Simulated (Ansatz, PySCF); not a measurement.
This triplet is an excited state, 2.94 eV above the relaxed singlet at the level frozen-core CCSD(T)/cc-pVTZ // B3LYP-D3(BJ)/def2-TZVP (Ansatz, a quantum-chemistry and plane-wave program).

B3LYP has the VWN-RPA correlation part, as in Gaussian. 

CFGeN, SMILES `[C-]#[N+][Ge][F]` (excited triplet) (charge 0, multiplicity 3)

All values below come from PySCF with B3LYP-D3(BJ)/def2-TZVP.

```json
{
 "highest_occupied_spin_orbital": "-5.56 eV",
 "dipole_moment": "2.63 D",
 "total_energy": "-2269.7318 Ha",
 "cost": "around 100 core-seconds (rough)"
}
```

Bonds (Å): C1–N2 1.180, N2–Ge3 1.838, Ge3–F4 1.752. Bond angles (°): C1–N2–Ge3 174.1, N2–Ge3–F4 112.6.
Charge 0, spin multiplicity 3.
